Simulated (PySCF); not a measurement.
## Gallium: a sound run and one with changed settings

Sound run: Ga²⁺ [Ar] 3d10 4s1, Ga³⁺ [Ar] 3d10. Calculation: PySCF 2.14, in def2-SVP; the non-relativistic Hamiltonian (point nucleus). The sound run starts from symmetry-adapted Hartree-Fock orbitals and uses a fine grid where one is needed.

Changed run: initial guess sap, at most 50 SCF cycles.

| species | method | sound run (hartree) | changed run (hartree) | converged |
| --- | --- | --- | --- | --- |
| Ga²⁺ | UHF | -1922.09180 | -1922.09180 | yes |
| Ga²⁺ | B3LYP | -1923.63739 | -1923.63739 | yes |
| Ga²⁺ | LDA | -1920.54406 | -1920.54406 | yes |
| Ga³⁺ | UHF | -1921.02213 | -1921.02213 | yes |
| Ga³⁺ | B3LYP | -1922.49949 | -1922.49949 | yes |
| Ga³⁺ | LDA | -1919.39800 | -1919.39800 | yes |

Here the plain start reaches the same solutions.
